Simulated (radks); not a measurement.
Values are calculated unless marked as measured or tabulated.
Question: Neutral caesium, [Xe] 6s1. Level of theory: non-relativistic Kohn-Sham, exchange-only B88, spin-polarised, spherical densities, point nucleus (a radial shooting solver on a logarithmic mesh with Libxc functionals). Every spin shell is full or empty, so the densities are truly spherical. Functionals are evaluated on that one density, not self-consistently. Rank these exchange functionals by their error against the exact value of the orbitals, and give that value: LDA, B88, PBE, PBEsol, PW86, WC, AM05, SOGGA, APBE, MVS.

Answer: Exact: -184.005 hartree. From best to worst, with 100 (|E| - |E exact|)/|E exact| (equal figures are ties): B88 +0.01, MVS +0.05, PW86 -0.24, APBE +0.28, PBE -0.43, WC -0.83, PBEsol -2.21, SOGGA -2.22, AM05 -4.39, LDA -4.69.
